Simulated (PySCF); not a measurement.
**Partial charges of `N[SiH2]NC/C=C/C(F)(F)F`**

C4H9F3N2Si.
Z-matrix (Å and degrees, GFN2-xTB geometry), rows numbered from 1:
```
N 
Si  1  1.7235
N   2  1.7251  1  103.32
C   3  1.4345  2  122.63  1   -55.69
C   4  1.4975  3  116.02  2   -87.23
C   5  1.3237  4  124.60  3     1.68
C   6  1.4910  5  123.39  4  -179.41
F   7  1.3456  6  112.09  5  -129.20
F   7  1.3409  6  113.80  5    -8.27
F   7  1.3499  6  112.04  5   112.14
H   1  1.0083  2  117.88  3   -51.50
H   1  1.0066  2  118.13  3   172.91
H   2  1.4668  1  118.66  3   113.04
H   2  1.4668  1  103.61  3  -122.82
H   3  1.0080  2  117.92  1   157.26
H   4  1.1000  3  109.96  2   150.54
H   4  1.0937  3  107.77  2    33.88
H   5  1.0819  4  115.12  3  -177.88
H   6  1.0790  5  122.83  4     0.80
```

Density: PBE0/pcSseg-1 (PySCF); schemes: Mulliken, IAO, Hirshfeld and ESP-fitted. One conformer (not necessarily the lowest) at the GFN2-xTB geometry, without solvent, vibrations or thermal averaging.

Q: What partial charge does each atom carry?

A: In e; atoms taken as equivalent share a row and are averaged (×n: the atom named and its like, n in all):

```json
{"atom": "N1", "environment": "silicon-bound nitrogen", "Mulliken": "-0.629", "IAO": "-0.847", "Hirshfeld": "-0.312", "ESP-fitted": "-0.926"}
{"atom": "Si2", "environment": "SiH2 silicon", "Mulliken": "+0.820", "IAO": "+1.001", "Hirshfeld": "+0.389", "ESP-fitted": "+0.747"}
{"atom": "N3", "environment": "silicon-bound nitrogen", "Mulliken": "-0.685", "IAO": "-0.676", "Hirshfeld": "-0.236", "ESP-fitted": "-0.738"}
{"atom": "C4", "environment": "sp3 carbon bound to nitrogen", "Mulliken": "+0.071", "IAO": "-0.151", "Hirshfeld": "-0.018", "ESP-fitted": "+0.208"}
{"atom": "C5", "environment": "alkene CH carbon", "Mulliken": "-0.175", "IAO": "-0.115", "Hirshfeld": "-0.025", "ESP-fitted": "-0.053"}
{"atom": "C6", "environment": "alkene CH carbon", "Mulliken": "-0.283", "IAO": "-0.231", "Hirshfeld": "-0.095", "ESP-fitted": "-0.382"}
{"atom": "C7", "environment": "CF3 carbon", "Mulliken": "+0.854", "IAO": "+0.804", "Hirshfeld": "+0.254", "ESP-fitted": "+0.634"}
{"atom": "F8/F9/F10", "environment": "fluorine of a CF3 group", "Mulliken": "-0.274", "IAO": "-0.287", "Hirshfeld": "-0.102", "ESP-fitted": "-0.207"}
{"atom": "H11/H12", "environment": "N–H hydrogen", "Mulliken": "+0.192", "IAO": "+0.262", "Hirshfeld": "+0.117", "ESP-fitted": "+0.356"}
{"atom": "H13/H14", "environment": "Si–H hydrogen", "Mulliken": "-0.133", "IAO": "-0.172", "Hirshfeld": "-0.094", "ESP-fitted": "-0.153"}
{"atom": "H15", "environment": "N–H hydrogen", "Mulliken": "+0.195", "IAO": "+0.256", "Hirshfeld": "+0.113", "ESP-fitted": "+0.338"}
{"atom": "H16/H17", "environment": "methylene hydrogen", "Mulliken": "+0.145", "IAO": "+0.158", "Hirshfeld": "+0.049", "ESP-fitted": "+0.048"}
{"atom": "H18", "environment": "vinylic hydrogen", "Mulliken": "+0.118", "IAO": "+0.162", "Hirshfeld": "+0.050", "ESP-fitted": "+0.106"}
{"atom": "H19", "environment": "vinylic hydrogen", "Mulliken": "+0.132", "IAO": "+0.161", "Hirshfeld": "+0.045", "ESP-fitted": "+0.187"}
```

Mean size of the charges over all atoms: IAO 0.339 e, ESP-fitted 0.319 e, Mulliken 0.301 e, Hirshfeld 0.124 e. Each set sums to the total charge, 0, to within 0.001 e. The ESP scheme is a least-squares fit of atom-centred charges to the potential on four shells outside the van der Waals surface, with the total charge fixed. The Mulliken scheme gives each basis function's population to the atom it is centred on and halves the overlap population of two atoms between them.

Some averages cover members that differ in this geometry: H13/H14, ESP-fitted -0.173 to -0.134 e.

Lowest charge. The schemes don't all agree: Mulliken N3 (-0.685); IAO N1 (-0.847); Hirshfeld N1 (-0.312); ESP-fitted N1 (-0.926).

Highest charge. The schemes don't all agree: Mulliken C7 (+0.854); IAO Si2 (+1.001); Hirshfeld Si2 (+0.389); ESP-fitted Si2 (+0.747).

Q: How many electrons does the Mulliken scheme count on C6?

A: Z − q = 6 − (-0.283) = 6.283.

Q: How closely do the schemes follow one another over all atoms?

A: Correlation coefficient and root-mean-square difference: IAO with Hirshfeld 0.99, 0.274 e; Mulliken with IAO 0.98, 0.091 e; Mulliken with Hirshfeld 0.97, 0.236 e; Hirshfeld with ESP-fitted 0.96, 0.258 e; IAO with ESP-fitted 0.95, 0.132 e; Mulliken with ESP-fitted 0.95, 0.126 e.

Q: Sum the charges by element, for elements with more than one atom.

A: 
```tsv
element	atoms	Mulliken	IAO	Hirshfeld	ESP-fitted
N	2	-1.314	-1.522	-0.549	-1.664
C	4	+0.467	+0.307	+0.116	+0.408
F	3	-0.823	-0.860	-0.306	-0.622
H	9	+0.849	+1.074	+0.351	+1.132
```

These values come from a run that also computed NMR shieldings. The run took 1.7 min (with the writing of density and orbital grids) on one thread of an Arm Neoverse N1, on a shared host, and the process peaked at 1.1 GiB of memory.
